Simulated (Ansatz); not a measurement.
Consider the redistribution: `BN[SiH2]C=C` + `[SiH3]N[SiH](Cl)Cl` → `C=C[SiH2]N[SiH](Cl)Cl` + `BN[SiH3]`.

Computed with Ansatz on PBE0-D4/def2-TZVP structures; ΔE is electronic, products minus reactants. CCSD(T)/CBS is the MP2 limit (def2-TZVPP, def2-QZVPP) plus CCSD(T) − MP2 in def2-TZVPP, frozen cores. Functionals use def2-TZVPP. B3LYP here is the variant with VWN-RPA as its local correlation; programs differ in this. One conformer a species, not always the lowest.

Is it downhill or uphill in electronic energy at CCSD(T)/CBS, and by how much? (An estimate is asked.)

Ansatz gave: Nearly level: ΔE = -1.2 kJ/mol.

What do these levels give: ωB97X-V, r2SCAN, PBE0, B3LYP, CCSD(T)/def2-TZVPP, SCS-MP2/def2-QZVPP? (An estimate is asked.)

Computed: ωB97X-V -1.9, r2SCAN -0.5, PBE0 3.4, B3LYP 6.1, CCSD(T)/def2-TZVPP -0.9, SCS-MP2/def2-QZVPP 0.2 kJ/mol.

Largest T1 diagnostic among the species: 0.012.

The D4 term adds −9.7 kJ/mol with B3LYP and −5.8 kJ/mol with PBE0; it sums over pairs of atoms, weighted by their polarisabilities, and B3LYP, whose exchange is more repulsive, gets the larger term. In def2-TZVPP, CCSD(T) changes the Hartree–Fock value by −8.3 kJ/mol (the triples alone add −1.3 kJ/mol) and MP2 by −9.2 kJ/mol.
